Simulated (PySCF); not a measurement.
C₃H₁₃NSi₂, SMILES C[SiH2]N[SiH](C)C, singlet, GFN2-xTB optimised geometry.

```
19

Si     0.10    -2.31     0.00
C     -0.55    -3.14     1.58
N     -0.48    -0.68     0.00
Si    -0.37     0.53    -1.24
C      1.33     0.38    -2.07
C     -0.60     2.22    -0.41
H     -0.38    -3.02    -1.19
H      1.57    -2.31     0.00
H     -0.21    -4.16     1.64
H     -1.64    -3.15     1.60
H     -0.21    -2.62     2.47
H     -1.06    -0.43     0.78
H     -1.43     0.32    -2.25
H      1.45    -0.61    -2.50
H      2.13     0.53    -1.36
H      1.45     1.11    -2.87
H      0.15     2.40     0.35
H     -1.57     2.30     0.07
H     -0.53     3.02    -1.14
```

Density from CAM-B3LYP/def2-SVP (PySCF) at that geometry.

Minimum of the electron density along straight lines between bonded atoms, close to the bond critical point (lines longer than 1.1 times the sum of covalent radii, or with two minima, are not listed):

```
bond     length / Å  ρ at the minimum / e bohr⁻³  ∇²ρ there / e bohr⁻⁵  position (fraction from the first atom)
-------  ----------  ---------------------------  --------------------  ---------------------------------------
Si1–C2        1.895                        0.113                  0.33                                     0.38
Si1–N3        1.732                        0.120                  0.71                                     0.40
N3–Si4        1.737                        0.119                  0.70                                     0.60
Si4–C5        1.895                        0.113                  0.33                                     0.38
Si4–C6        1.900                        0.112                  0.32                                     0.38
Si1–H7        1.470                        0.117                  0.33                                     0.49
Si1–H8        1.469                        0.117                  0.33                                     0.49
C2–H9         1.085                        0.273                 -0.99                                     0.63
C2–H10        1.086                        0.272                 -0.98                                     0.63
C2–H11        1.086                        0.272                 -0.98                                     0.63
N3–H12        1.007                        0.327                     ?                                     0.76
Si4–H13       1.477                        0.116                  0.32                                     0.48
C5–H14        1.085                        0.272                 -0.98                                     0.63
C5–H15        1.086                        0.272                 -0.98                                     0.63
C5–H16        1.085                        0.272                 -0.98                                     0.63
C6–H17        1.086                        0.272                 -0.98                                     0.63
C6–H18        1.086                        0.272                 -0.97                                     0.62
C6–H19        1.085                        0.272                 -0.98                                     0.63
```

### Question
Complete the blanks.

### Answer

- N3–H12, ∇²ρ there / e bohr⁻⁵: -1.48
